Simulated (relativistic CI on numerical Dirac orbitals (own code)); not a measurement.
## Bi³⁴⁺: sensitivity of the levels to the model

Base calculation: Dirac-Coulomb-Breit CI, separate exchange-only KLI orbitals for each configuration, model QED, unscaled Slater integrals.

CI space (outside the closed core [Ar] 3d10): 4s²4p⁶4d¹⁰4f³, 4s²4p⁶4d⁹4f⁴, 4s²4p⁶4d¹⁰4f²5s, 4s²4p⁶4d¹⁰4f²5p, 4s²4p⁵4d¹⁰4f⁴, 4s²4p⁶4d¹⁰4f5s², 4s²4p⁶4d¹⁰4f5s5p, 4s²4p⁶4d¹⁰4f²5d, 4s4p⁶4d¹⁰4f⁴, 4s²4p⁶4d¹⁰4f5p², 4s²4p⁶4d¹⁰4f5s5d, 4s²4p⁶4d⁹4f²5s², 4s²4p⁶4d¹⁰4f²5f, 4s²4p⁶4d¹⁰4f²6s, 4s²4p⁶4d¹⁰4f5d², 4p⁶4d¹⁰4f⁵. Levels of other configurations are missing.

Variants: (1) only the first 3 configurations. Shifts of the energy above 4s²4p⁶4d¹⁰4f³ ⁴I°9/2, in cm⁻¹, for the lowest level and the first level of each name with at least 55 % of one term (blank where a level changes its place among those of its configuration and J or its character, or is not in the variant):

```
                 Level     Base   Δ(1)
  4s²4p⁶4d¹⁰4f³ ⁴I°9/2        0      0
 4s²4p⁶4d¹⁰4f³ ⁴I°11/2    49253   -221
 4s²4p⁶4d¹⁰4f³ ⁴I°13/2    82537    -67
  4s²4p⁶4d¹⁰4f³ ⁴F°5/2    95080  +2176
  4s²4p⁶4d¹⁰4f³ ⁴G°7/2   115101  +2343
 4s²4p⁶4d¹⁰4f³ ²K°13/2   130696   +319
  4s²4p⁶4d¹⁰4f³ ⁴G°9/2   151176  +2089
  4s²4p⁶4d¹⁰4f³ ²D°5/2   176174  +2059
  4s²4p⁶4d¹⁰4f³ ²H°9/2   185701  +3109
  4s²4p⁶4d¹⁰4f³ ⁴D°7/2   194990  +3899
 4s²4p⁶4d¹⁰4f³ ²I°13/2   196556  +1178
 4s²4p⁶4d¹⁰4f³ ²L°17/2   201951  +1669
  4s²4p⁶4d¹⁰4f³ ²F°7/2   252346  +5088
 4s²4p⁶4d¹⁰4f²5s ⁴H7/2  1972956  -1252
 4s²4p⁶4d¹⁰4f²5s ⁴F3/2  2001666  -1004
    4s²4p⁶4d⁹4f⁴ ⁶G3/2  2009940   -869
4s²4p⁶4d¹⁰4f²5s ⁴H11/2  2033489  -1216
```

At this charge energies of transitions that change n are usually good to better than 1 %, and those within a shell (Δn = 0) to a few per cent. Terms inside the open d or f shell come out 10 to 20 % too wide with unscaled integrals.

Ionisation energy from the two ground configurations alone: base 1354.13 eV. The NIST ASD value (theoretical) is 1380 eV.

LS names give the leading component of a level, which can be under half, so a name can repeat, a term be missing and a line seem to break the LS rules.
